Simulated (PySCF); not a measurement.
Species: C9H5OP.
Numbering: `[CH:1]#[C:2][c:3]1[o:4][c:5]2[cH:6][cH:7][cH:8][cH:9][c:10]2[p:11]1` (hydrogens: H12 on C1; H13 on C6; H14 on C7; H15 on C8; H16 on C9)

The same species was optimised twice, with GFN2-xTB and with PBE0-D3(BJ)/def2-SVP (PySCF), and the same property calculations (PySCF, gas phase) were run on both structures.

| coordinate | GFN2-xTB | PBE0-D3(BJ)/def2-SVP | change |
| --- | --- | --- | --- |
| C1≡C2 (Å) | 1.203 | 1.214 | +0.011 |
| C2–C3 (Å) | 1.401 | 1.412 | +0.011 |
| C7–C8 (Å) | 1.396 | 1.407 | +0.011 |
| C8–C9 (Å) | 1.376 | 1.386 | +0.010 |
| C9–C10 (Å) | 1.396 | 1.406 | +0.010 |
| C6–C7 (Å) | 1.378 | 1.387 | +0.009 |
| C10–P11 (Å) | 1.786 | 1.793 | +0.007 |
| O4–C5 (Å) | 1.342 | 1.348 | +0.006 |
| C5–C6 (Å) | 1.390 | 1.395 | +0.005 |
| C5–C10 (Å) | 1.408 | 1.406 | -0.002 |
| C3–P11 (Å) | 1.725 | 1.724 | -0.001 |
| C3–O4 (Å) | 1.355 | 1.356 | +0.001 |
| C2–C3–P11 (°) | 125.6 | 127.5 | +1.9 |
| C6–C5–C10 (°) | 121.4 | 123.0 | +1.6 |
| C2–C3–O4 (°) | 117.4 | 115.9 | -1.5 |
| O4–C5–C6 (°) | 123.8 | 122.5 | -1.3 |
| C1–C2–C3 (°) | 179.6 | 178.5 | -1.1 |
| C9–C10–P11 (°) | 130.4 | 131.3 | +0.9 |
| C5–C10–C9 (°) | 119.3 | 118.4 | -0.9 |
| C5–C6–C7 (°) | 118.2 | 117.3 | -0.9 |

Rotational constants: A = 2728, B = 681.4, C = 545.2 MHz (GFN2-xTB) against A = 2685, B = 676.3, C = 540.2 MHz (PBE0-D3(BJ)/def2-SVP). Point groups within 0.08 Å: Cs and Cs.

On the GFN2-xTB structure: HOMO (eV) -6.52 [PBE0/pcSseg-1]; LUMO (eV) -2.06 [PBE0/pcSseg-1]; dipole (D) 1.00 [PBE0/pcSseg-1]; GIAO shielding of C1 (ppm) 85.2 [PBE0/pcSseg-1]; GIAO shielding of C2 (ppm) 104.4 [PBE0/pcSseg-1]; GIAO shielding of C3 (ppm) 1.4 [PBE0/pcSseg-1]; GIAO shielding of O4 (ppm) 10.0 [PBE0/pcSseg-1]; GIAO shielding of C5 (ppm) 22.9 [PBE0/pcSseg-1]; GIAO shielding of C6 (ppm) 67.8 [PBE0/pcSseg-1]; GIAO shielding of C7 (ppm) 53.8 [PBE0/pcSseg-1]; GIAO shielding of C8 (ppm) 58.8 [PBE0/pcSseg-1].

Task: What do these properties become on the PBE0-D3(BJ)/def2-SVP structure?

Result: 
| property | level | on GFN2-xTB | on PBE0-D3(BJ)/def2-SVP | change |
| --- | --- | --- | --- | --- |
| HOMO (eV) | PBE0/pcSseg-1 | -6.52 | -6.53 | -0.01 |
| LUMO (eV) | PBE0/pcSseg-1 | -2.06 | -2.07 | -0.01 |
| dipole (D) | PBE0/pcSseg-1 | 1.00 | 1.00 | 0.00 |
| energy, GFN2-xTB geometry as zero (kcal/mol) | PBE0/pcSseg-1 | 0.0 | -0.5 | -0.5 |
| GIAO shielding of C1 (ppm) | PBE0/pcSseg-1 | 85.2 | 83.9 | -1.3 |
| GIAO shielding of C2 (ppm) | PBE0/pcSseg-1 | 104.4 | 103.8 | -0.6 |
| GIAO shielding of C3 (ppm) | PBE0/pcSseg-1 | 1.4 | 1.6 | +0.2 |
| GIAO shielding of O4 (ppm) | PBE0/pcSseg-1 | 10.0 | 3.8 | -6.2 |
| GIAO shielding of C5 (ppm) | PBE0/pcSseg-1 | 22.9 | 22.2 | -0.7 |
| GIAO shielding of C6 (ppm) | PBE0/pcSseg-1 | 67.8 | 65.5 | -2.3 |
| GIAO shielding of C7 (ppm) | PBE0/pcSseg-1 | 53.8 | 50.8 | -3.0 |
| GIAO shielding of C8 (ppm) | PBE0/pcSseg-1 | 58.8 | 55.9 | -2.9 |

The heavy atoms differ by 0.025 Å rms after alignment. Among bonds between heavy atoms C1≡C2, C2–C3, C7–C8, C8–C9 and C9–C10 change most and about equally (+0.010 to +0.011 Å). Changes are differences of the printed values. Neither structure is proved a minimum here.
